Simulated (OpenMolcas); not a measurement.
## 4d⁴ along the 40-electron sequence

```yaml
Program: OpenMolcas 26.06
Method: MS-RASPT2, IPEA 0.25 Eh, imaginary shift 0.1 Eh
Basis: ANO-RCC-VQZP
Scalar_Hamiltonian: DKH2, point nucleus
Spin-orbit_coupling: state interaction with AMFI integrals over the reference wave functions, term energies averaged over their components
```

Active space for each ion: 10 electrons in 8 orbitals (RAS1 4p, at most 2 holes; RAS2 4d); closed shells correlated by CASPT2: 4s.

Computed levels in cm-1 above ⁵D₀:

| Level | Ru4+ | Rh5+ | Pd6+ | Ag7+ |
| --- | --- | --- | --- | --- |
| ⁵D₁ | 491 | 670 | 902 | 1214 |
| ⁵D₂ | 1313 | 1750 | 2290 | 2990 |
| ⁵D₃ | 2340 | 3060 | 3930 | 5000 |
| ⁵D₄ | 3500 | 4510 | 5700 | 7120 |
| ³P₀(1) | 16980 | 18840 | 20630 | 22180 |
| ³H₄ | 17870 | 19900 | 22000 | 24190 |
| ³H₅ | 19040 | 21480 | 24100 | 26940 |
| ³P₁(1) | 19430 | 22020 | 24650 | 27180 |
| ³H₆ | 19980 | 22680 | 25600 | 28790 |
| weight of ⁵D in the lowest level (%) | 97 | 96 | 95 | 93 |

Mixed levels, with the weight of the term that names them: Pd6+ ³H₄ (75 %), Ag7+ ³H₄ (71 %).

Measured, with the error of the calculation in %. Measured levels: Ag7+ from Atoms 5, 11 (2017), spectra Ag VII to Ag IX.

```tsv
Level	Ag7+
⁵D₁	1340 (-9.4)
⁵D₂	3212 (-7.0)
⁵D₃	5292 (-5.5)
⁵D₄	7443 (-4.3)
³P₀(1)	21309 (+4.1)
³H₄	23302 (+3.8)
³H₅	26250 (+2.6)
³P₁(1)	26526 (+2.5)
³H₆	28185 (+2.1)
```

The fine-structure level ⁵D₄ changes by a factor of 2.03 from Ru4+ to Ag7+. Its fourth root runs 7.69, 8.19, 8.69, 9.19, with steps per unit of Z of 0.50, 0.49, 0.50; equal steps would mean a (Z - σ)^4 law with constant σ.

³P₀(1) changes by a factor of 1.31 over the same range, with steps per unit of Z of +1860, +1790, +1550 cm-1.

Term energies are means over components that CASPT2 splits; among the terms shown or strongly mixed into the levels shown the widest spread is 900 cm-1 (4d⁴ ³H, Rh5+). Active for correlation alone: 4p; no level in the range computed is led by a configuration that opens it, so any true level of that kind is missing. Measured partners are found by configuration, term and J. A level has none where our copy of the source lacks it or the pairing is in doubt (some pairs that miss far off the trend of their configuration count as doubtful), and it then counts in no deviation. Levels of configurations outside the active space are missing.

A number in round brackets counts repeated terms of one configuration in the order of the reference energies.
